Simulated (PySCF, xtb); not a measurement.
ZrF3, SMILES [F][Zr]([F])[F] (connectivity only; charge and spin as stated), neutral, multiplicity 2.

Harmonic wavenumbers (cm⁻¹) from xtb 6.7.1 with GFN2-xTB at its own minimum, in rising order: 82, 123, 123, 509, 581, 581.

Problem. What does B3LYP-D3(BJ)/def2-TZVP run with PySCF give at its own minimum? (Estimate from the structure and the level; the computed values follow.)

Solution. 68, 156, 156, 629, 666, 666. Paired by order, the mean absolute difference is 62 cm⁻¹ and the zero-point energies are 2.9 and 3.3 kcal/mol.
